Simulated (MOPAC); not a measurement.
MOPAC input (PM3):

```
PM3 1SCF CHARGE=1 GEO-OK AUX(PRECISION=9) THREADS=1
H5F2N2Si

N     1.25612400 1    1.01170500 1   -0.60918700 1
Si    0.17620500 1   -0.04951700 1    0.04728500 1
N    -1.58869800 1    0.41172000 1   -0.40224400 1
F     0.20639400 1   -1.49213500 1   -0.55440800 1
F     0.04773100 1    0.00476800 1    1.60441000 1
H     1.65559300 1    1.78007300 1   -0.08887400 1
H     1.75684400 1    0.82481800 1   -1.46653300 1
H    -1.83725000 1    1.34547000 1   -0.06516200 1
H    -1.73806800 1    0.40974500 1   -1.41465600 1
H    -2.26309500 1   -0.24453100 1    0.00322800 1
```

From the output:

```
                                                       MOPAC v23.2.5 Linux

          FINAL HEAT OF FORMATION =        -79.33441 KCAL/MOL =    -331.93517 KJ/MOL

          COSMO AREA              =        112.43 SQUARE ANGSTROMS
          COSMO VOLUME            =         99.37 CUBIC ANGSTROMS

          IONIZATION POTENTIAL    =         14.280500 EV
          HOMO LUMO ENERGIES (EV) =        -14.281 -5.006
          NO. OF FILLED LEVELS    =         16
          MOLECULAR WEIGHT        =         99.1352         POINT GROUP:  Cs

          MOLECULAR DIMENSIONS (Angstroms)

            Atom       Atom       Distance
            H    10    H     6     4.41176
            H     8    F     4     3.49200
            F     5    H     9     3.18051

          SCF CALCULATIONS        =          1

   ATOM   CHEMICAL          X               Y               Z
  NUMBER   SYMBOL      (ANGSTROMS)     (ANGSTROMS)     (ANGSTROMS)

     1       N          1.25612400  *   1.01170500  *  -0.60918700  *
     2      Si          0.17620500  *  -0.04951700  *   0.04728500  *
     3       N         -1.58869800  *   0.41172000  *  -0.40224400  *
     4       F          0.20639400  *  -1.49213500  *  -0.55440800  *
     5       F          0.04773100  *   0.00476800  *   1.60441000  *
     6       H          1.65559300  *   1.78007300  *  -0.08887400  *
     7       H          1.75684400  *   0.82481800  *  -1.46653300  *
     8       H         -1.83725000  *   1.34547000  *  -0.06516200  *
     9       H         -1.73806800  *   0.40974500  *  -1.41465600  *
    10       H         -2.26309500  *  -0.24453100  *   0.00322800  *

                             CARTESIAN COORDINATES

   1    N        1.256124000     1.011705000    -0.609187000
   2   Si        0.176205000    -0.049517000     0.047285000
   3    N       -1.588698000     0.411720000    -0.402244000
   4    F        0.206394000    -1.492135000    -0.554408000
   5    F        0.047731000     0.004768000     1.604410000
   6    H        1.655593000     1.780073000    -0.088874000
   7    H        1.756844000     0.824818000    -1.466533000
   8    H       -1.837250000     1.345470000    -0.065162000
   9    H       -1.738068000     0.409745000    -1.414656000
  10    H       -2.263095000    -0.244531000     0.003228000

           Empirical Formula: H5 N2 Si F2  =    10 atoms

      MOLECULAR POINT GROUP   :   Cs

                  EIGENVALUES
 -36.50948 -33.22213 -26.74254 -26.73971 -22.22155 -21.93267 -21.90651 -21.29128
 -20.79236 -20.65811 -20.10052 -19.92998 -19.52915 -18.72136 -17.88177 -14.28050
  -5.00648  -3.84658  -2.98220  -2.88628  -2.81730  -1.71617  -1.67817   0.02942
   1.08809

              NET ATOMIC CHARGES AND DIPOLE CONTRIBUTIONS

  ATOM NO.   TYPE          CHARGE      No. of ELECS.   s-Pop       p-Pop
    1          N          -0.272470        5.2725     1.35406     3.91841
    2         Si           1.154607        2.8454     0.85144     1.99396
    3          N           0.299381        4.7006     1.28341     3.41721
    4          F          -0.272967        7.2730     1.60113     5.67184
    5          F          -0.272967        7.2730     1.60113     5.67184
    6          H           0.097393        0.9026     0.90261
    7          H           0.097393        0.9026     0.90261
    8          H           0.053939        0.9461     0.94606
    9          H           0.053939        0.9461     0.94606
   10          H           0.061753        0.9382     0.93825
 DIPOLE           X         Y         Z       TOTAL
 POINT-CHG.    -3.415     2.814    -2.202     4.943
 HYBRID        -0.242     0.450    -0.330     0.608
 SUM           -3.657     3.264    -2.532     5.517

          ATOMIC ORBITAL ELECTRON POPULATIONS

     Atom    s        px        py        pz
    1  N   1.35406   1.40394   1.31001   1.20447
    2 Si   0.85144   0.68221   0.65851   0.65323
    3  N   1.28341   1.29189   1.06375   1.06157
    4  F   1.60113   1.94386   1.80371   1.92427
    5  F   1.60113   1.94219   1.95059   1.77906
    6  H   0.90261
    7  H   0.90261
    8  H   0.94606
    9  H   0.94606
   10  H   0.93825

 **********************
 *                    *
 * JOB ENDED NORMALLY *
 *                    *
 **********************

 == MOPAC DONE ==
```

The dipole moment of an ion depends on the origin.

The geometry given is a B3LYP-D3(BJ)/def2-TZVP minimum.
